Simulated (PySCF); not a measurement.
**Dipole response of Cu³⁺ (copper, charge +3)**

[Ar] 3d8, high-spin 3F determinant. Computed with PySCF 2.14 in aug-cc-pwCVTZ-DK with one added diffuse shell each of s, p, d, f, g type (11s10p8d5f4g, 152 functions), with scalar relativity by spin-free X2C-1e. Coupled (time-dependent) response in atomic units; α is the mean over directions.

| method | mean α (bohr³) | C₆ (like pair) | S(−4) |
| --- | --- | --- | --- |
| PW91 | 1.682 | 3.922 | 0.9976 |

S(−4) is the Cauchy moment in α(ω) = α(0) + S(−4) ω² + …

α(iu) at PW91:

```json
{"u (hartree)": "0", "α(iu) (bohr³)": "1.682"}
{"u (hartree)": "0.0500", "α(iu) (bohr³)": "1.679"}
{"u (hartree)": "0.100", "α(iu) (bohr³)": "1.672"}
{"u (hartree)": "0.200", "α(iu) (bohr³)": "1.644"}
{"u (hartree)": "0.300", "α(iu) (bohr³)": "1.600"}
{"u (hartree)": "0.500", "α(iu) (bohr³)": "1.485"}
{"u (hartree)": "0.750", "α(iu) (bohr³)": "1.327"}
{"u (hartree)": "1.00", "α(iu) (bohr³)": "1.180"}
{"u (hartree)": "1.50", "α(iu) (bohr³)": "0.9430"}
{"u (hartree)": "2.00", "α(iu) (bohr³)": "0.7686"}
{"u (hartree)": "3.00", "α(iu) (bohr³)": "0.5370"}
{"u (hartree)": "5.00", "α(iu) (bohr³)": "0.3030"}
```

A single London oscillator, α(iu) = α/(1 + u²/ω²), gives C₆ = (3/4) ω α². Matching the computed C₆ needs ω = 4 × 3.922 / (3 × 1.682²) = 1.85 hartree.

For an ion, C₆ is the dispersion term alone; charge-induced terms of lower order in 1/R come first.
